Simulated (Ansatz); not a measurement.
Abridged output of a molecular run in Ansatz:

```
Functional definition: HF
1345 factors; integrals over basis functions are off by at most 1.2e-3 eV
mean field evaluation 1: about -92419.9694 eV, gradient 2.8e1 eV
mean field evaluation 2: about -92419.9747 eV, gradient 2.8e1 eV
mean field evaluation 4: about -92422.1967 eV, gradient 3.9e0 eV
mean field evaluation 8: about -92422.2251 eV, gradient 7.9e-5 eV
mean field -92422.22514147 eV, -3396.4541279146 hartree, gradient 1.8e-6 eV, S^2 0.000000; 0 other end points of the search recorded, 0 dependent functions left out
26 core orbitals not correlated: weight in the atoms' cores, before any rotation towards them, 1.000 or more for the frozen orbitals, at most 0.000 for the correlated occupied ones
reference -92422.22514147 eV, -3396.4541279146 hartree; 24, 24 occupied and 89, 89 virtual orbitals, 1345 factors
second order -25.24755366 eV of doubles, -0.00000000 eV of singles
cycle   1  -25.91161046 eV  change   -6.6e-1 eV  update   1.0e-1
cycle   2  -26.51711824 eV  change   -6.1e-1 eV  update   2.9e-2
cycle   3  -26.61410670 eV  change   -9.7e-2 eV  update   1.3e-2
cycle   4  -26.61339869 eV  change    7.1e-4 eV  update   2.5e-3
cycle   5  -26.61223341 eV  change    1.2e-3 eV  update   7.0e-4
cycle   6  -26.61222469 eV  change    8.7e-6 eV  update   1.9e-4
cycle   7  -26.61217700 eV  change    4.8e-5 eV  update   5.9e-5
perturbative correction -0.67424730 eV, -0.0247781311 hartree
Total energy: -92449.51156576 eV, -3397.4568855121 hartree
```

Its atoms:

```xyz
11

C    -0.270    1.371    0.367
N     0.598    0.339   -0.227
Ga   -0.172   -1.566   -0.190
Cl   -0.422   -1.888    1.929
Cl    1.440   -2.639   -1.142
Cl   -1.978   -1.321   -1.345
H     0.192    2.358    0.318
H    -0.464    1.107    1.406
H    -1.217    1.381   -0.171
H     0.800    0.555   -1.199
H     1.494    0.302    0.253
```

Which basis set was used?
A. def2-TZVPPD
B. def2-SVP
C. def2-QZVPP
D. cc-pV(T+d)Z

B. It gives 139 functions.

Write the keys of the input that set method, charge and spin (a neutral closed shell needs none for the last two).


```yaml
correlation: {method: ccsd_t}
```
